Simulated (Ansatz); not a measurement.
```yaml
crystal:
  periodic: [false, false, false]
  atoms:
    - {symbol: I, position_ang: [-2.268666, 2.303402, -1.087433]}
    - {symbol: Ge, position_ang: [0.021766, 1.124182, -0.534946]}
    - {symbol: B, position_ang: [0.301420, 0.016001, 1.187105]}
    - {symbol: C, position_ang: [0.453216, -1.181416, 0.249965]}
    - {symbol: H, position_ang: [0.733623, 0.884436, -1.965328]}
    - {symbol: H, position_ang: [-0.182970, 0.209222, 2.316785]}
    - {symbol: H, position_ang: [1.055645, -1.220074, -0.722149]}
    - {symbol: H, position_ang: [-0.017327, -2.195707, 0.497408]}
basis:
  gaussian: {orbitals: x2c-TZVPPall, fitting: {mean_field: cc-pVTZ-jkfit}}
hamiltonian: {xc: {name: PBE0-DH}}
accuracy: high
```

```sh
$ ansatz run in.yaml --threads 4 --pin off --events-out ev --progress --plain --max-ram 10444MiB
```

It prints (some lines left out):

```
Functional definition: PBE0-DH
Error: <dir> the basis set cc-pVTZ-JKFIT has no functions for I
```
